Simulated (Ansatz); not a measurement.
Bond stretch in SMILES [SeH2] (H2Se), singlet. The Se1–H3 bond (Se1 also carries H; H3 carries nothing else) is pulled apart rigidly from the PBE0/def2-TZVP optimised geometry.

- RKS-PBE = restricted PBE/cc-pVDZ in Ansatz (a quantum-chemistry and plane-wave program)
- UKS-PBE = unrestricted PBE/cc-pVDZ in Ansatz
- UKS-PBE0 = Ansatz with unrestricted PBE0/cc-pVDZ
- FCI = Ansatz with full CI/cc-pVDZ, cores with 3d frozen

Energies relative to the lowest point of each curve near equilibrium, in kJ/mol; the last columns give the error against full CI:

```
R / Å  RKS-PBE  UKS-PBE  UKS-PBE0    FCI  RKS-PBE − FCI  UKS-PBE − FCI  UKS-PBE0 − FCI
-----  -------  -------  --------  -----  -------------  -------------  --------------
1.18     159.1    159.1     152.1  153.8            5.3            5.3            -1.6
1.27      67.2     67.2      62.0   62.6            4.6            4.6            -0.6
1.31      41.5     41.5      37.2   37.6            3.9            3.9            -0.4
1.40       8.4      8.4       6.4    6.5            1.9            1.9            -0.1
1.42       4.7      4.7       3.2    3.3            1.4            1.4            -0.1
1.47       0.0      0.0       0.0    0.0            0.0            0.0             0.0
1.52       0.7      0.7       2.2    2.2           -1.4           -1.4             0.1
1.58       7.1      7.1      10.5   10.2           -3.1           -3.1             0.2
1.61      12.1     12.1      16.4   16.0           -3.9           -3.9             0.4
1.70      32.2     32.2      39.4   38.4           -6.2           -6.2             1.0
1.86      79.3     79.3      91.9   88.1           -8.7           -8.7             3.8
1.95     108.5    108.5     124.1  117.5           -9.0           -9.0             6.6
2.18     182.8    182.8     206.2  187.4           -4.6           -4.6            18.8
2.45     260.1    260.1     280.3  249.8           10.3           10.3            30.4
2.68     314.2    303.3     311.3  285.0           29.3           18.3            26.3
2.88     352.7    322.8     325.7  304.5           48.2           18.3            21.2
3.27     408.3    339.7     338.4  323.8           84.5           15.9            14.5
3.63     442.1    345.6     342.6  330.4          111.7           15.2            12.2
3.93     461.0    347.7     344.0  332.5          128.5           15.2            11.5
4.44     480.7    349.1     344.9  333.8          146.9           15.3            11.1
5.13     492.8    349.5     345.2  334.1          158.7           15.4            11.1
```

RKS-PBE is furthest from FCI at 5.13 (158.7 kJ/mol, above); its mean absolute error over the points is 36.8 kJ/mol.

UKS-PBE is furthest from FCI at 2.68 (18.3 kJ/mol, above); its mean absolute error over the points is 8.5 kJ/mol.

UKS-PBE0 is furthest from FCI at 2.45 (30.4 kJ/mol, above); its mean absolute error over the points is 8.2 kJ/mol.

The restricted form behind RKS-PBE keeps the bonding electrons paired and can't separate into open-shell fragments. The unrestricted determinant behind UKS-PBE is spin-contaminated at 2.68 to 5.13 Å (<S²> up to 1.0, against 0.00 for a pure singlet). The unrestricted determinant behind UKS-PBE0 is spin-contaminated at 2.45 to 5.13 Å (<S²> up to 1.0, against 0.00 for a pure singlet).
